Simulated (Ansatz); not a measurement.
`F[SiH2]C[SiH2]F` + `C=N` → `C=N[SiH2]F` + `C[SiH2]F` at 298.15 K and 1 bar (ligand exchange at the Si–C bond).

Gas-phase electronic energies from Ansatz, PBE0-D4/def2-TZVP geometries. CBS: MP2 limit from def2 TZ/QZ plus the TZ coupled-cluster correction, frozen cores. This one scheme is used for every species. One conformer a species, not always the lowest.

```
          species  CCSD(T)/CBS energy (Eh)  H − E (kJ/mol)  S (J/(mol·K))
`F[SiH2]C[SiH2]F`               -819.54869           199.0          363.7
            `C=N`                -94.52360           115.3          227.0
     `C=N[SiH2]F`               -484.08456           149.9          303.3
       `C[SiH2]F`               -430.00374           162.8          286.2
```

H − E and S are ideal-gas, rigid-rotor, harmonic terms from PBE0-D4/def2-TZVP, for one conformer and one mirror image of each species. 1 Eh = 2625.50 kJ/mol, R = 8.31446 J/(mol·K).

**Question.** By hand: ΔE, ΔH, ΔS and ΔG.

**Answer.** ΔE = (-484.08456) + (-430.00374) − (-819.54869) − (-94.52360) = -0.01601 Eh = -42.0 kJ/mol. Δ(H − E) = 149.9 + 162.8 − 199.0 − 115.3 = -1.6, so ΔH = -43.6 kJ/mol. ΔS = 303.3 + 286.2 − 363.7 − 227.0 = -1.2 J/(mol·K). ΔG = -43.6 − 298.15 × (-1.2)/1000 = -43.2 kJ/mol.

**Question.** By hand: the equilibrium constant, and the temperature at which ΔG would vanish if ΔH and ΔS stayed fixed.

**Answer.** log₁₀ K = −ΔG/(RT ln 10) = 7.6. ΔG = 0 at ΔH/ΔS = 36333 K, far beyond where these terms or the molecules hold.

The number of gas molecules stays the same, so ΔS is small and ΔH decides. A doubt of 5 kJ/mol in ΔE shifts log₁₀ K by 0.9 here. Other conformers and mirror images would add mixing entropy, several J/(mol·K) or more a flexible species. Modes under 60 cm⁻¹, often nearly free rotors, make the harmonic entropy too high. These are equilibria of isolated gas molecules and say nothing of rates. Largest T1 diagnostic: 0.013 (customary marks: 0.02 for closed shells, 0.045 for open ones).
